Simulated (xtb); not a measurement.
H9NSi3, triplet, geometry from GFN2-xTB (a higher spin typed on purpose: for a closed-shell molecule this is an excited state); GFN1-xTB in xtb 6.7.1.

xtb was given this input:
```
$ xtb mol.xyz --gfn 1 --chrg 0 --uhf 2 --json

# file mol.xyz
13

Si     0.29588846     1.70251023     0.48373777
N     -0.00000000     0.00000000     0.00000000
Si    -1.65400544    -0.53010415    -0.45094223
Si     1.35811698    -1.17240608    -0.03279554
H     -1.01382701     2.33135297     0.38956111
H      0.85534829     1.52194590     1.82432035
H      1.30231079     2.10473084    -0.50017945
H     -1.95043645     0.38073295    -1.55785906
H     -1.49893954    -1.94102467    -0.77486335
H     -2.39739895    -0.20205199     0.76664074
H      0.87160691    -2.19407132     0.89578860
H      1.31856941    -1.61128638    -1.42871119
H      2.51276655    -0.39032830     0.38530224
```

Problem. Write the output that xtb gives for this input, abridged.

Solution. 
```
   ID    Z sym.   atoms
    1   14 Si     1, 3, 4
    2    7 N      2
    3    1 H      5-13

           -------------------------------------------------
          |                Calculation Setup                |
           -------------------------------------------------

           -------------------------------------------------
          |                 G F N 1 - x T B                 |
           -------------------------------------------------

          ...................................................
          :                      SETUP                      :
          :.................................................:
          :  # basis functions                  52          :
          :  # atomic orbitals                  49          :
          :  # shells                           29          :
          :  # electrons                        26          :
          :  # halogen bonds                     0          :
          :  max. iterations                   250          :
          :  Hamiltonian                  GFN1-xTB          :
          :  restarted?                      false          :
          :  GBSA solvation                  false          :
          :  PC potential                    false          :
          :  electronic temp.          300.0000000     K    :
          :  accuracy                    1.0000000          :
          :  -> integral cutoff          0.2500000E+02      :
          :  -> integral neglect         0.1000000E-07      :
          :  -> SCF convergence          0.1000000E-05 Eh   :
          :  -> wf. convergence          0.2000000E-04 e    :
          :  Broyden damping             0.4000000          :
          :  net charge                          0          :
          :  unpaired electrons                  2          :
          ...................................................

 iter      E             dE          RMSdq      gap      omega  full diag
   1    -13.5377346 -0.135377E+02  0.551E+00    0.47       0.0  T
   2    -13.5924366 -0.547020E-01  0.351E+00    0.41       1.0  T
   3    -13.5925811 -0.144477E-03  0.152E+00    0.44       1.0  T
   4    -13.6040369 -0.114558E-01  0.214E-01    0.42       1.0  T
   5    -13.6042712 -0.234343E-03  0.345E-02    0.42       1.0  T
   6    -13.6042808 -0.953282E-05  0.157E-02    0.42       1.8  T
   7    -13.6042831 -0.233360E-05  0.178E-03    0.42      15.6  T
   8    -13.6042831 -0.252119E-07  0.178E-04    0.42     155.8  T
[...]
         :: total energy             -13.501533115365 Eh    ::
[...]
     2N    -0.26621 -0.40077   1.553  3.713  0.000
     3Si    0.23370  0.00916   1.225  1.890  0.651
     4Si    0.23370  0.00915   1.225  1.890  0.651
     5H    -0.06404  0.02701   1.064  0.000  0.000
     6H    -0.04046  0.04871   1.040  0.000  0.000
     7H    -0.04046  0.04871   1.040  0.000  0.000
     8H    -0.04046  0.04871   1.040  0.000  0.000
     9H    -0.06404  0.02701   1.064  0.000  0.000
    10H    -0.04046  0.04871   1.040  0.000  0.000
    11H    -0.04046  0.04871   1.040  0.000  0.000
    12H    -0.04046  0.04871   1.040  0.000  0.000
    13H    -0.06404  0.02701   1.064  0.000  0.000

Wiberg/Mayer (AO) data.
largest (>0.10) Wiberg bond orders for each atom

 ---------------------------------------------------------------------------
     #   Z sym  total        # sym  WBO       # sym  WBO       # sym  WBO
 ---------------------------------------------------------------------------
     1  14 Si   4.323 --     2 N    0.990     5 H    0.913     7 H    0.875
                             6 H    0.875     4 Si   0.294     3 Si   0.294
     2   7 N    3.249 --     4 Si   0.990     1 Si   0.990     3 Si   0.990
     3  14 Si   4.323 --     2 N    0.990     9 H    0.913    10 H    0.875
                             8 H    0.875     4 Si   0.294     1 Si   0.294
     4  14 Si   4.323 --     2 N    0.990    13 H    0.913    11 H    0.875
                            12 H    0.875     1 Si   0.294     3 Si   0.294
     5   1 H    0.991 --     1 Si   0.913
     6   1 H    0.991 --     1 Si   0.875
     7   1 H    0.991 --     1 Si   0.875
     8   1 H    0.991 --     3 Si   0.875
     9   1 H    0.991 --     3 Si   0.913
    10   1 H    0.991 --     3 Si   0.875
    11   1 H    0.991 --     4 Si   0.875
    12   1 H    0.991 --     4 Si   0.875
    13   1 H    0.991 --     4 Si   0.913
 ---------------------------------------------------------------------------

Topologies differ in total number of bonds
Writing topology from bond orders to xtbtopo.mol

 dipole moment from electron density (au)
     X       Y       Z
  -0.0000  -0.0000  -0.0000  total (Debye):    0.000

           -------------------------------------------------
          | TOTAL ENERGY              -13.501533115365 Eh   |
          | GRADIENT NORM               0.026152194779 Eh/α |
          | HOMO-LUMO GAP               0.423491117951 eV   |
           -------------------------------------------------

normal termination of xtb
```
